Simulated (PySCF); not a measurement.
C6, SMILES c1c#cc#cc#1.

Coordinates come from a r2SCAN-D4/def2-SVP optimisation. The geometry has at least one imaginary mode, so it is a saddle point at that level.

All values below come from r2SCAN/def2-TZVP in PySCF.

Isolated molecule, no solvent.

| Item | Value |
|---|---|
| total energy | -228.18021 hartree |
| point group | D6h |
| highest occupied level | -7.26 eV |
| lowest empty level | -5.42 eV |
| orbital gap | 1.84 eV |
| dipole moment | 0.00 D |
| quadrupole, principal values (traceless, Buckingham form, about the centre of nuclear charge) | -0.70, 0.35, 0.35 D·Å |
| mean static polarisability | 58.9 bohr³ (8.72 Å³) |
| polarisability, principal values | 30.8, 72.9, 72.9 bohr³ |
